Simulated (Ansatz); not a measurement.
C2H8OSn, SMILES `CC[O][SnH3]`, relaxed with RKS PBE-D4/def2-SVP in Ansatz from a rough embedded geometry. The force threshold is 0.03 eV/Å; the program also tests the step.

Total charge 0; spin multiplicity 1. Sn takes the def2 core potential.

Start:

```xyz
12

C     1.760   -0.753    0.474
C     0.401   -0.237    0.425
O     0.123    0.188   -0.896
Sn   -1.837    0.827   -0.847
H     2.529    0.021    0.143
H     2.078   -1.126    1.494
H     1.900   -1.649   -0.222
H     0.298    0.579    1.143
H    -0.284   -1.059    0.788
H    -2.861   -0.406   -0.335
H    -2.200    1.419   -2.449
H    -1.906    2.196    0.283
```

Problem. By how much does the energy fall, and how many steps does the optimiser take? (Best estimate.)

Solution. The calculation gave: 0.28 eV, in 5 steps.

Problem. Which bonds change most? (An estimate is asked.)

Solution. Computed: C1–C2 from 1.455 to 1.522 Å; Sn4–H10 from 1.682 to 1.733 Å; O3–Sn4 from 2.062 to 2.017 Å; Sn4–H12 from 1.777 to 1.733 Å.

Problem. Give the relaxed structure. (An estimate is asked.)

Solution. Ansatz gave: 
```xyz
12

C     1.840   -0.780    0.418
C     0.409   -0.278    0.554
O    -0.033    0.179   -0.713
Sn   -1.906    0.909   -0.877
H     2.501    0.035    0.059
H     2.226   -1.146    1.391
H     1.889   -1.609   -0.316
H     0.374    0.535    1.324
H    -0.237   -1.105    0.947
H    -3.013   -0.351   -0.442
H    -2.000    1.347   -2.538
H    -2.049    2.264    0.193
```
